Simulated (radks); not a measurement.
Removal energies from the caesium ion Cs+, [Xe], by Delta-SCF beside the eigenvalue of the level emptied. Calculated with a radial shooting solver on a logarithmic mesh with Libxc functionals: scalar-relativistic Kohn-Sham, r2SCAN, spin-polarised, spherical densities, finite nucleus; meta-GGA in the generalised Kohn-Sham scheme; Fermi nuclear charge, rms radius of each element as measured or else 0.836 A^(1/3) + 0.57 fm. Open shells are filled with parallel spins first.

| removed from | final configuration | Delta-SCF (eV) | -eigenvalue (eV) |
|---|---|---|---|
| 5p | [Kr] 4d10 5s2 5p5 | 23.814 | 19.097 |
| 5s | [Kr] 4d10 5s1 5p6 | 37.974 | 32.731 |
| 4d | [Kr] 4d9 5s2 5p6 | 89.940 | 80.905 |
| 4p | [Ar] 3d10 4s2 4p5 4d10 5s2 5p6 | 179.47 | 169.71 |
